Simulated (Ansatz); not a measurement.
Relaxation of C2H5NO2Si (11 atoms, charge 0, multiplicity 1), to a largest force component of 0.015 eV/Å in at most 40 steps.

Computed with RKS CAM-B3LYP-D4/def2-SVP in Ansatz.

```xyz
11
Properties=species:S:1:pos:R:3:forces:R:3
C -0.111 -1.812 -0.405 -1.21 2.21 -0.16
O 0.288 -0.793 -1.342 0.93 0.23 0.58
Si 0.594 0.742 -0.809 1.12 -1.94 -4.20
O -0.741 1.413 -0.084 -5.37 1.19 -2.82
C 0.191 1.279 0.749 2.85 1.32 8.58
N 0.257 1.588 1.996 0.06 -0.67 -1.41
H -0.258 -2.709 -0.951 0.01 -1.24 -0.56
H -1.093 -1.476 0.003 0.30 -0.49 0.06
H 0.577 -1.913 0.425 0.55 -0.20 0.32
H 1.028 1.667 -1.863 0.41 -0.37 -0.18
H -0.665 1.956 2.301 0.34 -0.05 -0.21
```

Problem. Where does it end, and by what steps?

Solution. The forces met the threshold. The force dipped under the threshold on the way, but the program's further checks kept it going. After 24 steps the energy has fallen by 0.843 eV; H8 moved furthest, 0.72 Å. The start is strongly strained (largest force component 9 eV/Å).

```
step  energy less start (eV)  largest force component (eV/Å)  accepted
   0                  0.0000                           8.578       yes
   1                 -0.6112                           3.896       yes
   2                 -0.7870                           0.938       yes
   3                 -0.7849                           1.033        no
   4                 -0.8319                           0.350       yes
   5                 -0.8379                           0.182       yes
   6                 -0.8403                           0.076       yes
   7                 -0.8405                           0.069       yes
   8                 -0.8411                           0.033       yes
   9                 -0.8413                           0.017       yes
  10                 -0.8414                           0.057       yes
  11                 -0.8416                           0.054       yes
  12                 -0.8419                           0.025       yes
  13                 -0.8423                           0.029       yes
  14                 -0.8424                           0.074       yes
  15                 -0.8426                           0.039       yes
  16                 -0.8428                           0.009       yes
  17                 -0.8431                           0.024       yes
  18                 -0.8431                           0.062       yes
  19                 -0.8433                           0.023       yes
  20                 -0.8433                           0.023       yes
  21                 -0.8432                           0.036        no
  22                 -0.8433                           0.004       yes
  23                 -0.8434                           0.005       yes
  24                 -0.8434                           0.012       yes
```

```xyz
11
Properties=species:S:1:pos:R:3
C -0.173 -1.848 -0.482
O 0.280 -0.766 -1.271
Si 0.421 0.793 -0.832
O -0.859 1.535 0.021
C 0.258 1.385 0.861
N 0.428 1.668 2.064
H 0.263 -2.774 -0.880
H -1.271 -1.925 -0.527
H 0.130 -1.736 0.572
H 1.009 1.518 -1.965
H -0.421 2.093 2.459
```

Time of the run: 62 s on 2 threads of AMD EPYC 9R14 (Zen 4) (shared host), peak memory 0.32 GiB.
